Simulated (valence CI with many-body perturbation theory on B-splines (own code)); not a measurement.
**Level structure of La41+**

Level of theory: valence CI with perturbative core correlation (CI+MBPT): six valence electrons over a frozen Dirac-Fock core [Ne], a basis of 9 s, 9 p, 8 d, 6 f, 3 g, 1 h functions for each j, with the one-electron correlation potential Σ1 (screened to all orders), the two-electron term Σ2, the three-electron term Σ3, Breit, model QED; selected single and double excitations, second order for the rest, scaled by the run's own slope (own B-spline code, finite nucleus).

The last digits are not significant, and no measured levels were compared; by estimate large intervals hold to a few tenths of a per cent, small ones and those within an open d or f shell to about a per cent. Among the levels kept, up to 1100 cm⁻¹ of a level comes from second order outside the variational space, and about a tenth of that is noise between levels of different J, which matters for small intervals.

Levels 1 to 38 of 38, with energies above the lowest level, (3s^2 3p1/2^2 3p3/2^2) J=2. "Leading %" is the weight of the configuration and term that name the level; weights of strongly mixed levels are sums over their largest components and can fall short, and the name can then belong to a minority configuration. In the jj column 3d3/2^4 stands for four electrons in 3d with j = 3/2. Lifetimes count E1, E2, E3, M1 and M2 decay at the calculated energies, and are blank where another channel may lead or the interval is too uncertain; long ones can be off by a factor of two.

```
No.  Configuration  Term  J  E (eV)  Leading %  Lifetime      g                       Leading jj
  1        3s2.3p4    3P  2    0.00         70            1.350      3s^2 3p1/2^2 3p3/2^2 (98 %)
  2        3s2.3p4    1S  0   13.75         59    132 ms             3s^2 3p1/2^2 3p3/2^2 (98 %)
  3        3s2.3p4    3P  1   98.42         98   97.7 ns  1.495        3s^2 3p1/2 3p3/2^3 (98 %)
  4        3s2.3p4    1D  2  105.74         70    193 ns  1.137        3s^2 3p1/2 3p3/2^3 (98 %)
  5     3s2.3p3.3d   3F°  2  166.65         30    395 ps  1.057  3s^2 3p1/2^2 3p3/2 3d3/2 (97 %)
  6     3s2.3p3.3d   5D°  1  171.01         30    256 ps  1.171  3s^2 3p1/2^2 3p3/2 3d3/2 (94 %)
  7     3s2.3p3.3d   3P°  0  172.33         54   36.7 ns         3s^2 3p1/2^2 3p3/2 3d3/2 (97 %)
  8     3s2.3p3.3d   3F°  3  172.41         28    155 ns  1.146  3s^2 3p1/2^2 3p3/2 3d3/2 (90 %)
  9     3s2.3p3.3d   3P°  2  191.66         21    134 ps  1.304  3s^2 3p1/2^2 3p3/2 3d5/2 (80 %)
 10     3s2.3p3.3d   3F°  4  192.99         45   16.1 μs  1.278  3s^2 3p1/2^2 3p3/2 3d5/2 (97 %)
 11        3s2.3p4    3P  0  209.58         59   40.6 ns                     3s^2 3p3/2^4 (97 %)
 12     3s2.3p3.3d   3D°  3  210.49         31   6.79 ps  1.155  3s^2 3p1/2^2 3p3/2 3d5/2 (84 %)
 13     3s2.3p3.3d   3P°  1  216.25         32   10.8 ps  1.079  3s^2 3p1/2^2 3p3/2 3d5/2 (86 %)
 14         3s.3p5   3P°  2  225.91         67   5.86 ps  1.435        3s 3p1/2^2 3p3/2^3 (67 %)
 15         3s.3p5   3P°  1  239.66         30   4.86 ps  1.133        3s 3p1/2^2 3p3/2^3 (58 %)
 16     3s2.3p3.3d   3F°  2  259.18         45    196 ps  1.020  3s^2 3p1/2 3p3/2^2 3d3/2 (96 %)
 17     3s2.3p3.3d   5D°  0  259.48         46    486 ps         3s^2 3p1/2 3p3/2^2 3d3/2 (93 %)
 18     3s2.3p3.3d   3D°  1  260.18         50   22.1 ps  0.941  3s^2 3p1/2 3p3/2^2 3d3/2 (89 %)
 19     3s2.3p3.3d   3F°  3  264.57         38    134 ps  1.101  3s^2 3p1/2 3p3/2^2 3d3/2 (92 %)
 20     3s2.3p3.3d   3G°  4  271.74         51    696 ns  1.063  3s^2 3p1/2 3p3/2^2 3d3/2 (97 %)
 21     3s2.3p3.3d   3F°  2  280.07         57   16.2 ps  0.860  3s^2 3p1/2 3p3/2^2 3d3/2 (91 %)
 22     3s2.3p3.3d   3D°  3  281.69         58   47.4 ps  1.339  3s^2 3p1/2 3p3/2^2 3d5/2 (95 %)
 23     3s2.3p3.3d   5D°  4  283.43         48    130 ns  1.280  3s^2 3p1/2 3p3/2^2 3d5/2 (97 %)
 24     3s2.3p3.3d   3D°  1  289.20         38   33.3 ps  0.950  3s^2 3p1/2 3p3/2^2 3d5/2 (85 %)
 25     3s2.3p3.3d   3P°  0  289.77         43   3.02 ns         3s^2 3p1/2 3p3/2^2 3d5/2 (79 %)
 26     3s2.3p3.3d   3F°  4  291.91         70    667 ns  1.176  3s^2 3p1/2 3p3/2^2 3d5/2 (97 %)
 27     3s2.3p3.3d   3D°  3  292.98         51   1.42 ps  1.167  3s^2 3p1/2 3p3/2^2 3d3/2 (85 %)
 28     3s2.3p3.3d   3G°  5  294.60         99    627 ns  1.193  3s^2 3p1/2 3p3/2^2 3d5/2 (99 %)
 29     3s2.3p3.3d   3P°  2  295.04         38   1.16 ps  1.276  3s^2 3p1/2 3p3/2^2 3d3/2 (80 %)
 30     3s2.3p3.3d   3S°  1  297.09         48   1.12 ps  1.625  3s^2 3p1/2 3p3/2^2 3d3/2 (76 %)
 31     3s2.3p3.3d   3D°  2  307.17         51    118 ps  1.256  3s^2 3p1/2 3p3/2^2 3d5/2 (97 %)
 32     3s2.3p3.3d   1P°  1  307.41         36   1.06 ps  0.994  3s^2 3p1/2 3p3/2^2 3d3/2 (67 %)
 33     3s2.3p3.3d   3F°  3  312.41         36    440 ps  1.127  3s^2 3p1/2 3p3/2^2 3d5/2 (98 %)
 34     3s2.3p3.3d   3D°  2  314.72         42   4.81 ps  1.069  3s^2 3p1/2 3p3/2^2 3d5/2 (86 %)
 35     3s2.3p3.3d   1P°  1  318.96         31   2.59 ps  1.082  3s^2 3p1/2 3p3/2^2 3d5/2 (66 %)
 36     3s2.3p3.3d   1F°  3  320.22         47   4.49 ps  1.055  3s^2 3p1/2 3p3/2^2 3d5/2 (81 %)
 37     3s2.3p3.3d   1D°  2  326.47         39   2.16 ps  1.208  3s^2 3p1/2 3p3/2^2 3d5/2 (87 %)
 38         3s.3p5   3P°  0  329.46         58   4.10 ps                 3s 3p1/2 3p3/2^4 (58 %)
```

The ionisation energy to 3s2.3p3 2P°_3/2 of the next ion comes out as 3134.6 eV (NIST: 3133 ± 4 eV (theoretical)). All 38 levels together are meant to be complete up to 333.02 eV.
